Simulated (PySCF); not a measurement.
# Name the molecule from its bond curve

A diatomic of charge -1 contains Bi. Its doublet curve at PBE0 in a double-zeta basis (scalar-relativistic core potentials, PySCF), in eV from the separated fragments:

(R (Å), E (eV)): (1.570, -2.049), (1.643, -2.314), (1.716, -2.465), (1.771, -2.519), (1.826, -2.535), (1.881, -2.519), (1.954, -2.461), (2.045, -2.345), (2.155, -2.165), (2.301, -1.888)

The fit gives ωe = 1679 cm⁻¹ and the rotational constant Bₑ = 5.051 cm⁻¹.

Which atom is the partner?

The minimum lies at 1.824 Å, so the reduced mass is 16.8576 u Å² cm⁻¹/(Bₑ·Re²) = 1.003 u. With Bi at 208.98 u the partner weighs about 1.0 u: H. The molecule is BiH⁻.

These are scalar-relativistic numbers at best; spin–orbit coupling would shift them, the dissociation energy most. The highest Kohn–Sham level is positive in this anion. Much of that is self-interaction error, but it also means that the finite basis helps to hold the extra electron. The state was picked by a PBE0 search and need not be the measured ground state.
